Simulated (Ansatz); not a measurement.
`[SiH3]B[CH2][GaH2]` → `[SiH3][BH][GaH2]` + `[CH2]` (triplet)  (formal loss of a carbene)

Gas-phase electronic energies from Ansatz, PBE0-D4/def2-TZVP geometries. CCSD(T)/CBS adds triple-zeta CCSD(T) − MP2 to the extrapolated MP2 energy (def2 sets, frozen cores). This one scheme is used for every species. DFT in def2-TZVPP. B3LYP here is the variant with VWN-RPA as its local correlation; programs differ in this. HSE06 is defined as in plane-wave codes. Triplets are unrestricted, without spin–orbit coupling. For Ga outer-core shells are correlated without core-valence functions, which leaves a few kJ/mol of doubt a bond. Scalar relativity is left out up to krypton. One conformer a species, not always the lowest.

`[SiH3]B[CH2][GaH2]`:

Cartesian coordinates in Å:
```
Si 1.256 1.042 -0.967
B 0.134 0.681 0.672
C -0.015 -0.708 1.224
Ga -1.567 -1.064 -0.048
H 0.659 2.039 -1.900
H 2.597 1.558 -0.561
H 1.495 -0.210 -1.752
H -0.499 1.580 1.159
H 0.679 -1.505 0.943
H -0.441 -0.885 2.215
H -2.192 -2.489 0.115
H -2.105 -0.039 -1.101
```

`[SiH3][BH][GaH2]`:

```xyz
9

Si   -0.071    0.732    1.420
B     0.110    0.538   -0.570
Ga   -0.028   -1.246   -1.584
H    -0.694   -0.435    2.105
H    -0.816    1.958    1.822
H     1.331    0.854    1.925
H     0.360    1.551   -1.163
H    -1.398   -1.747   -2.177
H     1.206   -2.204   -1.777
```

`[CH2]` (triplet):

Cartesian coordinates in Å:
```
C 0.035 -0.273 0.024
H -0.082 0.214 0.979
H 0.047 0.059 -1.003
```

| level | ΔE (kJ/mol) |
| --- | --- |
| B3LYP-D4 | 504.4 |
| HSE06-D4 | 512.7 |
| ωB97X-V | 520.1 |
| PBE | 511.0 |
| BLYP | 483.6 |
| r2SCAN0 | 486.8 |
| HF/def2-QZVPP | 348.2 |
| MP2/def2-QZVPP | 534.8 |

Question: What does CCSD(T)/CBS give? (Best estimate.)

Answer: Ansatz gave: +516.1 kJ/mol. The listed levels differ from it by -11.7, -3.4, 4.0, -5.1, -32.5, -29.3, -167.9, 18.7 kJ/mol.

Largest T1 diagnostic among the species: 0.015.

From PBE to PBE0 (25 % exact exchange), in def2-TZVPP and without D4, ΔE moves by −6.9 kJ/mol. At CCSD(T), def2-SVP lies −25.1 kJ/mol from the extrapolated value and def2-TZVPP −10.9 kJ/mol. In def2-TZVPP, CCSD(T) changes the Hartree–Fock value by +157.0 kJ/mol (the triples alone add +15.6 kJ/mol) and MP2 by +180.4 kJ/mol.

CCSD(T)/CBS has its own doubt, a few kJ/mol and more with outer-core shells, so smaller differences from it don't rank the levels.
